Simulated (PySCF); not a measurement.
Gas-phase reaction: TaBr₅ + 5 HF → TaF₅ + 5 HBr

Energies from PySCF (xtb for GFN2), thermal terms from the rigid-rotor harmonic-oscillator model, ideal gas at 1 bar. † marks an energy on the PBE0/def2-TZVP geometry and frequencies; other levels use their own. All species are closed-shell singlets. B3LYP is the form with VWN-RPA correlation. Ta: scalar-relativistic def2 core potential, no spin-orbit coupling. Br: all electrons, no relativistic terms.

```json
[
 {"level": "B3LYP/def2-TZVP†", "ΔH°(298 K), kJ": "___"},
 {"level": "GFN2-xTB", "ΔH°(298 K), kJ": "-318"},
 {"level": "HF/def2-TZVP†", "ΔH°(298 K), kJ": "-260"},
 {"level": "PBE0/def2-QZVP†", "ΔH°(298 K), kJ": "___"},
 {"level": "PBE0/def2-TZVP", "ΔH°(298 K), kJ": "-184"},
 {"level": "ωB97X-V/def2-TZVP†", "ΔH°(298 K), kJ": "___"}
]
```

Problem. What belongs in the gaps?

Solution. 
- B3LYP/def2-TZVP†, ΔH°(298 K), kJ: -250
- PBE0/def2-QZVP†, ΔH°(298 K), kJ: -174
- ωB97X-V/def2-TZVP†, ΔH°(298 K), kJ: -251
